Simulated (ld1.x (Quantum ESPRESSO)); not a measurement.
# What one change does to a pseudopotential (tantalum, ultrasoft)

* Element: Ta (Z = 73)
* Generator: ld1.x (Quantum ESPRESSO) 7.5
* Type: ultrasoft
* Functional: PBE
* Relativity: scalar-relativistic
* Frozen core: [Xe] 4f14
* Valence charge: 5
* Reference configuration: 5d3 6s2 6p0
* Partial waves: 6s (bound): rcut 2.40, rcutus 2.55 bohr; 6s channel at 0.2 Ry: rcut 2.40, rcutus 2.55 bohr; 6p (bound, empty): rcut 3.40, rcutus 4.20 bohr; 6p channel at 1 Ry: rcut 3.40, rcutus 4.20 bohr; 5d (bound): rcut 1.95, rcutus 2.20 bohr; 5d channel at 0.9 Ry: rcut 1.95, rcutus 2.20 bohr
* Local potential: all-electron potential smoothed inside 3.20 bohr (lloc = -1)
* Core correction: none
* Augmentation charge: built from norm-conserving waves at rcut, not smoothed further

Change: local potential all-electron potential smoothed inside 3.58 bohr (lloc = -1).

Cutoffs: the cutoffs (Ry, on a coarse ladder) from which the occupation-weighted sum of valence levels, in a spherical-Bessel basis at the reference potential, stays within 10 and 1 mRy of its value at 400 Ry; they do not see the model core or the augmentation charge, which bear on the density cutoff. Errors are all-electron minus pseudo energies relative to the spin-unpolarised reference configuration.

Question: What does the change do?

Answer: The potential gets neither clearly harder nor softer (18 Ry and 25 Ry → 18 Ry and 25 Ry); a bound ghost appears in s, which as a rule spoils a file; the number of tests that count goes from 7 to 6; of the 6 tests that both files solve, the error grows in 1 and shrinks in 0 by more than 15 % and 0.3 meV (median size 4.9 → 5.9 meV); the range in which the d phases agree narrows (upper end at the end of the scan → 2.8). A state that the projectors do not describe sees the local part alone, so a deeper or shallower local part can create or remove a ghost.

| quantity | base | changed |
| --- | --- | --- |
| cutoff, loose | 18 Ry | 18 Ry |
| cutoff, tight | 25 Ry | 25 Ry |
| bound ghosts | none | s |
| tests counted (converged, no solver errors) | 7 of 7 | 6 of 7 |
| error for 5d3 6s1 6p0, meV [ΔE 8.47 eV] | +5.3 | +5.3 |
| error for 5d3 6s0 6p0, meV [ΔE 23.44 eV] | +103 | +102 |
| error for 5d2 6s0 6p0, meV [ΔE 47.04 eV] | +205 | +205 |
| error for 5d2 6s2 6p0, meV [ΔE 7.68 eV] | -4.6 | -6.4 |
| error for 5d3 6s1 6p1, meV [ΔE 4.18 eV] | +0.3 | +0.2 |
| error for 5d3 6s0 6p1, meV [ΔE 13.55 eV] | -0.9 | -1.2 |
| s: phases at 4.55 bohr within 0.05 rad from the reference energy up to (Ry; the scan ends near 5) | 3.7 | 3.5 |
| p: phases at 4.55 bohr within 0.05 rad from the reference energy up to (Ry; the scan ends near 5) | 1.0 | 1.0 |
| d: phases at 4.55 bohr within 0.05 rad from the reference energy up to (Ry; the scan ends near 5) | to the end of the scan | 2.8 |
| lowest overlap eigenvalue by channel | s 0.03, p 0.58, d 1.00 | s 0.42, p 0.59, d 1.00 |

Changed file: Tests not counted: 5d3.5 6s1.5 6p0 (solver errors, printed error -115 eV). A true bound ghost makes a file unfit for plane-wave use even where its test errors are small: the radial tests pick states by their node count and pass the ghost by. Where a test does run into it, the solver fails or the error is huge.
